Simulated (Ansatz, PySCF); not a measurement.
Stretching the Be1–I3 bond in BeBrI (SMILES [Br][Be][I]) (multiplicity 1 held, fragments rigid). Energies count from the point at 2.165 Å.
Geometry at that point (charge 0, multiplicity 1):
```xyz
3

Be     0.00000     0.00000    -0.50334
Br     0.00000     0.00000    -2.45917
I      0.00000     0.00000     1.66197
```

R- and RO- levels are restricted; in cc, def2 and unpolarised 6-31G sets they are followed outwards from rest. U- levels take the lowest unrestricted solution at each point, which mixes spins at long bonds. Active spaces are followed from a long bond inwards. Curves can end on different states.

Cores are frozen in the correlated methods. Filled d and f shells under p-block atoms count as core. Rows in 3-21G carry no dispersion term and start afresh at each structure; the Pople sets are all-electron and without relativity.

Codes used: Ansatz (an electronic-structure program) with Gaussian orbitals; PySCF for 3-21G rows. Each number belongs to the level named beside it. In def2 rows elements past Kr take small-core potentials, without spin–orbit coupling.

Energies in kcal/mol.

```
R (Å)  R-HF/3-21G  R-wB97X-V/def2-TZVPPD  U-CCSD/def2-TZVPPD  R-CCSD(T)/def2-TZVPPD  FIC-MRCISD on CASSCF(6,4)/def2-TZVPPD  FIC-MRCISD+Q on CASSCF(6,4)/def2-TZVPPD
-----  ----------  ---------------------  ------------------  ---------------------  -------------------------------------  ---------------------------------------
1.732        62.6                   50.6                55.3                   55.4                                   54.9                                     55.2
1.949        12.8                    9.1                11.0                   11.1                                   10.9                                     11.0
2.165         0.0                    0.0                 0.0                    0.0                                    0.0                                      0.0
2.382         3.9                    5.6                 4.3                    4.2                                    4.2                                      4.2
2.598        14.5                   17.6                15.1                   14.9                                   14.9                                     14.9
2.923        34.1                   38.8                35.1                   34.5                                   34.3                                     34.5
3.248        53.8                   59.3                54.7                   53.0                                   52.6                                     53.0
3.789        82.6                   87.6                79.2                   76.1                                   74.9                                     76.0
4.331       105.0                  108.3                88.6                   86.6                                   85.8                                     87.4
4.980       124.3                  125.2                91.1                   82.7                                   89.8                                     91.7
5.846       140.2                  139.1                91.8                   67.9                                   90.8                                     92.8
6.929       150.3                  148.8                92.0                   59.0                                   91.0                                     93.0
```

Doubts at one or more of the structures used: a restricted determinant that unrestricted orbitals would lower (R-HF/3-21G, R-wB97X-V/def2-TZVPPD, R-CCSD(T)/def2-TZVPPD); a spin-contaminated determinant (U-CCSD/def2-TZVPPD); T1 above 0.05 (U-CCSD/def2-TZVPPD, R-CCSD(T)/def2-TZVPPD); the program's own flag: other amplitudes (U-CCSD/def2-TZVPPD); other coupled-cluster roots lie near (R-CCSD(T)/def2-TZVPPD); active orbitals that take no part (FIC-MRCISD on CASSCF(6,4)/def2-TZVPPD, FIC-MRCISD+Q on CASSCF(6,4)/def2-TZVPPD).
